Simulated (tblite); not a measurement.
Compound: C5H10O2.
Geometry (GFN2-xTB, Å), atoms numbered from 1 in this order:
```
atom  x, y, z in Å
C1     2.324   -0.046   -0.359
O2     1.671   -0.873    0.573
C3     0.303   -1.074    0.317
C4    -0.559    0.167    0.550
C5    -2.077   -0.061    0.547
O6    -2.253    0.855   -0.535
C7    -0.848    1.087   -0.647
H8     3.380   -0.063   -0.094
H9     2.200   -0.427   -1.380
H10    1.957    0.985   -0.318
H11    0.155   -1.445   -0.709
H12   -0.002   -1.854    1.020
H13   -0.194    0.693    1.432
H14   -2.390   -1.073    0.273
H15   -2.614    0.259    1.444
H16   -0.461    0.737   -1.609
H17   -0.599    2.144   -0.515
```

Level: GFN2-xTB in tblite, geometry and Hessian alike; calculated harmonic values, unscaled, isolated species. Against measured fundamentals such values can be off by several per cent, at times by over 20. One conformer, not necessarily the lowest.

Harmonic wavenumbers (cm⁻¹): 78.8, 97.2, 111.2, 200.7, 271.7, 330.7, 390.8, 480.6, 762.0, 876.1, 898.2, 927.6, 969.4, 1026.0, 1059.5, 1083.3, 1098.3, 1113.9, 1119.2, 1130.7, 1136.7, 1137.7, 1169.3, 1218.7, 1252.6, 1260.1, 1266.7, 1309.6, 1348.5, 1406.4, 1453.2, 1471.0, 1474.9, 1482.6, 1491.4, 2858.3, 2906.3, 2913.8, 2922.3, 2933.1, 2942.6, 2951.3, 2959.1, 2985.7, 3028.8.

A = 6292, B = 1573, C = 1354 MHz; mass 102.068 u (most abundant isotopes); point group C1, symmetry number 1.

Problem. What is the zero-point energy?

Solution. Half the sum of the wavenumbers: 31653 cm⁻¹ = 90.50 kcal/mol.

Problem. What is S at 273.15 K and 1 bar for an ideal gas of classical rigid rotors and harmonic oscillators?

Solution. Translation 39.37, rotation 27.31, vibration 17.28: S = 84.0 cal/(mol K).

Problem. And Cp and H(273.15 K) − H(0)?

Solution. Cp = 26.53 cal/(mol K), of which vibrations give 18.58 (their classical limit is 45 R = 89.4); H(273.15 K) − H(0) = 4.71 kcal/mol without the zero-point energy, 2.54 from vibrations.

Problem. Blend soft modes into free rotors: weight 1/[1 + (100 cm⁻¹/ν̃)⁴] for the oscillator and the rest for a rotor with moment μB/(μ + B), μ = h/(8π²ν), B = 10⁻⁴⁴ kg m². What vibrational entropy results?

Solution. 16.31 cal/(mol K) in place of 17.28, which changes −T·S at 273.15 K by +0.26 kcal/mol.

Problem. Which modes carry the vibrational entropy at 273.15 K?

Solution. 78.8 cm⁻¹: 3.75; 97.2 cm⁻¹: 3.34; 111.2 cm⁻¹: 3.08; 200.7 cm⁻¹: 1.97; 271.7 cm⁻¹: 1.44; 330.7 cm⁻¹: 1.12 cal/(mol K); the other 39 give 2.59 together.

Problem. What must be added to the electronic energy to get the Gibbs energy at 273.15 K and 1 bar?

Solution. ZPE + [H(273.15 K) − H(0)] − T·S = 90.50 + 4.71 − 22.93 = 72.28 kcal/mol.

Hindered rotation and anharmonicity are outside this model. Other conformers, if any are populated, would add a mixing term that is left out. The structure is chiral; the term R ln 2 for an equal mix with its mirror image is left out.

The run took 1.3 s of wall time on Intel Xeon at 2.50 GHz, one thread, shared host with 64 logical CPUs at a one-minute load of 62. This covers the Hessian and the dipole derivatives.
